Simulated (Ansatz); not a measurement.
Geometry optimisation, RKS r2SCANh/def2-SVP in Ansatz 0.2.0.

Input:

```yaml
crystal:
  periodic: [false, false, false]
  atoms:
    - { symbol: S, position_ang: [-1.3382, 0.2957, -1.9619] }
    - { symbol: C, position_ang: [0.1073, 0.4275, -1.2479] }
    - { symbol: Si, position_ang: [0.2068, 0.3517, 0.5979] }
    - { symbol: S, position_ang: [0.3188, -1.6927, 1.242] }
    - { symbol: H, position_ang: [-2.29541, 0.21554, -2.95272] }
    - { symbol: H, position_ang: [-0.8766, 1.0577, 1.307] }
    - { symbol: H, position_ang: [1.5403, 0.9651, 1.0724] }
    - { symbol: H, position_ang: [-0.9269, -1.9908, 0.7489] }
basis:
  gaussian: { orbitals: def2-SVP }
hamiltonian:
  xc: r2scanh
relax:
  f_tol: 0.02
  max_steps: 50
output:
  orbitals: {}
```

Command:

```bash
$ ansatz run input.yaml --threads 2 --pin off --max-ram 3072MiB --backend cpu --events-out ev --progress --plain --runs-dir out
```

Task: Where does it end, and by what steps?

Result: It converged. After 10 steps the energy has fallen by 2.868 eV; H5 moved furthest, 0.66 Å.

| step | energy less start (eV) | largest force component (eV/Å) | accepted |
| --- | --- | --- | --- |
| 0 | 0.0000 | 4.616 | yes |
| 1 | -1.5592 | 3.521 | yes |
| 2 | -2.4355 | 1.534 | yes |
| 3 | -2.7225 | 1.402 | yes |
| 4 | -2.8110 | 0.967 | yes |
| 5 | -2.8446 | 0.491 | yes |
| 6 | -2.8573 | 0.354 | yes |
| 7 | -2.8615 | 0.181 | yes |
| 8 | -2.8662 | 0.097 | yes |
| 9 | -2.8676 | 0.075 | yes |
| 10 | -2.8682 | 0.019 | yes |

```xyz
8
Properties=species:S:1:pos:R:3
S -1.723 0.475 -1.747
C -0.179 0.278 -1.259
Si 0.164 0.349 0.569
S 0.410 -1.721 1.107
H -1.654 0.277 -3.111
H -0.859 0.990 1.456
H 1.484 0.988 0.794
H -0.905 -2.006 0.997
```

Time of the run: 29 s on 2 threads of Intel(R) Xeon(R) Platinum 8488C (Sapphire Rapids), on a shared host, peak memory 0.21 GiB.
